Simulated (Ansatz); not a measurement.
C3H9AlO2, singlet, at a GFN2-xTB geometry (such geometries of metal compounds can be far from the true shape), with bond 8-3 at 1.4 times its length; Ansatz (a program for electronic structure) with SC-NEVPT2/STO-3G, CASSCF(2,2).

Input for Ansatz:
Ansatz 0.2 input:
```yaml
crystal:
  periodic: [false, false, false]
  atoms:
    - {symbol: Al, position_ang: [-0.17240609, 0.24866448, 0.16488686]}
    - {symbol: C, position_ang: [1.67741920, -0.40603484, -0.28470632]}
    - {symbol: C, position_ang: [2.80195452, 0.46059979, 0.27519971]}
    - {symbol: H, position_ang: [1.77158885, -0.47569299, -1.37183224]}
    - {symbol: H, position_ang: [1.78522279, -1.43117265, 0.08012125]}
    - {symbol: H, position_ang: [2.74759810, 0.51149143, 1.36010308]}
    - {symbol: H, position_ang: [2.73528980, 1.47603608, -0.10821265]}
    - {symbol: H, position_ang: [4.16685383, -0.10742899, -0.10937519]}
    - {symbol: O, position_ang: [-0.33890001, 1.61370606, 1.06761856]}
    - {symbol: H, position_ang: [-0.46184952, 2.39540072, 1.58491400]}
    - {symbol: O, position_ang: [-1.41156986, -0.67121857, -0.42963353]}
    - {symbol: C, position_ang: [-2.45993606, -1.44461665, -0.92567228]}
    - {symbol: H, position_ang: [-2.29622720, -2.49774606, -0.68123687]}
    - {symbol: H, position_ang: [-3.40965581, -1.12509917, -0.48832943]}
    - {symbol: H, position_ang: [-2.52043742, -1.34031014, -2.01236656]}
basis:
  gaussian:
    orbitals: STO-3G
magnetization: {spin_polarized: false}
correlation: {method: sc_nevpt2, electrons: all, active_space: {window: {electrons: 2, orbitals: 2}}}
```

Task: Predict the main parts of the log of this Ansatz run.

Result: 
```
Functional definition: HF
573 factors; integrals over basis functions are off by at most 5.7e-5 eV
mean field evaluation 1: about -13713.7275 eV, gradient 3.2e1 eV
mean field evaluation 2: about -13713.9531 eV, gradient 3.2e1 eV
mean field evaluation 4: about -13717.5935 eV, gradient 1.7e0 eV
mean field evaluation 8: about -13717.6061 eV, gradient 3.8e-4 eV
mean field -13717.60611007 eV, -504.1127264177 hartree, gradient 1.2e-6 eV, S^2 0.000000; 0 other end points of the search recorded, 0 dependent functions left out
reference -13717.60611007 eV, -504.1127264177 hartree; 28, 28 occupied and 15, 15 virtual orbitals, 573 factors
state -13718.69053676 eV, -504.1525783634 hartree
state -13718.69053676 eV, -504.1525783634 hartree; corrected -13725.21697975 eV, -504.3924207196 hartree
state -13717.97399723 eV, -504.1262460214 hartree
state -13717.97399723 eV, -504.1262460214 hartree; corrected -13724.89168521 eV, -504.3804663659 hartree
state -13718.69053676 eV, -504.1525783634 hartree; corrected -13725.21697975 eV, -504.3924207196 hartree
Total energy: -13725.21697975 eV, -504.3924207196 hartree
```
